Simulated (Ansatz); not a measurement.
```yaml
crystal:
  periodic: [false, false, false]
  atoms:
    - {symbol: C, position_ang: [0.789514, -2.655602, -0.600064]}
    - {symbol: N, position_ang: [0.245409, -1.369884, -1.231381]}
    - {symbol: C, position_ang: [-0.116747, -0.338188, -0.293941]}
    - {symbol: C, position_ang: [-0.379680, 1.057096, -0.782334]}
    - {symbol: C, position_ang: [-0.715620, 2.012308, 0.060566]}
    - {symbol: C, position_ang: [-0.722260, 1.636132, 1.644558]}
    - {symbol: O, position_ang: [-0.719761, 2.910945, -0.223539]}
    - {symbol: H, position_ang: [0.396003, -3.352266, -1.459236]}
    - {symbol: H, position_ang: [1.995815, -2.427804, -0.434566]}
    - {symbol: H, position_ang: [0.446697, -2.760402, 0.199592]}
    - {symbol: H, position_ang: [0.468278, -1.179412, -2.088143]}
    - {symbol: H, position_ang: [-0.166952, -0.548232, 0.750796]}
    - {symbol: H, position_ang: [-0.063517, 1.137622, -1.806577]}
    - {symbol: H, position_ang: [-1.456451, 1.149059, 1.703531]}
    - {symbol: H, position_ang: [0.203334, 1.519772, 1.980633]}
    - {symbol: H, position_ang: [-0.903739, 2.634663, 2.214093]}
basis:
  gaussian: {orbitals: def2-TZVP, nuclear_model: gaussian}
total_charge: -1
magnetization: {spin_polarized: true, initial_magnetization: 1}
hamiltonian: {xc: {name: PBEsol}, dispersion: d3bjatm}
accuracy: high
relax: {f_tol: 0.001, max_steps: 2}
output: {forces: true}
```

```sh
$ ansatz run in.yaml --threads 4 --pin off --events-out ev --progress --plain --max-ram 11315MiB
```

Output, abridged:

```
Functional definition: PBEsol
5522 factors; integrals over basis functions are off by at most 2.2e-9 eV
mean field evaluation 1: about -8793.0538 eV, gradient 6.7e1 eV
mean field evaluation 2: about -8680.3469 eV, gradient 1.4e2 eV
mean field evaluation 4: about -8810.6636 eV, gradient 1.9e1 eV
mean field evaluation 8: about -8812.5925 eV, gradient 7.9e-1 eV
mean field evaluation 16: about -8812.5952 eV, gradient 2.8e-3 eV
mean field evaluation 32: about -8812.5952 eV, gradient 1.3e-8 eV
mean field -8812.59524715 eV, -323.8569019411 hartree, gradient 1.3e-8 eV, S^2 0.752311; 3 other end points of the search recorded, 0 dependent functions left out
reference -8812.59525179 eV, -323.8569021115 hartree; 28, 27 occupied and 243, 244 virtual orbitals, 5522 factors
relax step   1: F+E_penalty+E_count = -8812.72428784 eV  Δ(F+E_penalty+E_count) = +0.000e0 eV  max|allowed force component| = 5.865e1 eV/Å  Δτ_max = 0.0000 Å  (87 SCF iters, accepted)
5525 factors; integrals over basis functions are off by at most 2.8e-9 eV
mean field -8822.59228373 eV, -324.2242862591 hartree, gradient 2.4e-8 eV, S^2 0.752761; 0 other end points of the search recorded, 0 dependent functions left out
reference -8822.59228837 eV, -324.2242864298 hartree; 28, 27 occupied and 243, 244 virtual orbitals, 5525 factors
relax step   2: F+E_penalty+E_count = -8822.72189601 eV  Δ(F+E_penalty+E_count) = -9.998e0 eV  max|allowed force component| = 5.313e0 eV/Å  Δτ_max = 0.1946 Å  (58 SCF iters, accepted)
Error: geometry relaxation did not converge after 2 steps: max|allowed force component| = 5.31e0 eV/Å (threshold 1.0e-3). Raise `relax.max_steps` over both its present limit and 2, loosen `relax.f_tol`, or start from a geometry closer to equilibrium. Where this run's directory can be resumed (`checkpoint.write`), a resume goes on for up to `relax.max_steps` more
```

In this input the relaxation is allowed too few steps for its threshold. The calculation stopped without meeting its thresholds.
